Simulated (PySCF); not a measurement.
A GIAO shielding run with PySCF (density fitting, non-relativistic, gas phase) on SMILES [SiH2](C)N([SiH3])[SiH2][SiH3], CH13NSi4:

```
$ OMP_NUM_THREADS=1 python probes_run.py task.json out

{"job": {"kind": "nmr", "xc": "PBE0", "basis": "pcSseg-1"}, "charge": 0, "multiplicity": 1}
C     -0.898881     2.158049     0.672195
Si    -1.663630     0.808912    -0.418581
N     -0.587476    -0.561466    -0.527595
Si    -1.060278    -2.081399     0.172016
Si     1.024180    -0.345562    -1.184523
Si     2.584985    -0.233643     0.508111
H     -1.566495     3.010339     0.753343
H     -0.704037     1.795181     1.677848
H      0.042361     2.513346     0.261626
H     -2.926583     0.337428     0.153653
H     -1.883142     1.320450    -1.776600
H     -0.019679    -3.055366    -0.153773
H     -2.344786    -2.482127    -0.402003
H     -1.171745    -1.944023     1.628241
H      0.947564     0.860026    -2.024888
H      1.237790    -1.470877    -2.109755
H      2.763616    -1.501285     1.228105
H      2.304068     0.764470     1.549780
H      3.912365     0.116799    -0.014663
```

Hardware: 1 thread of an Arm Neoverse N1, shared host. The job also computes population analyses, field gradients.

(1) How large is the calculation?

(2) How long does it take, and how much memory does it need?

## Answers

(1) 82 electrons, 195 basis functions and 1105 auxiliary functions.

(2) 78 s of wall time, with 13 SCF cycles and 4 response iterations; peak memory 0.84 GiB. Times on a shared host scatter by some tens of per cent.
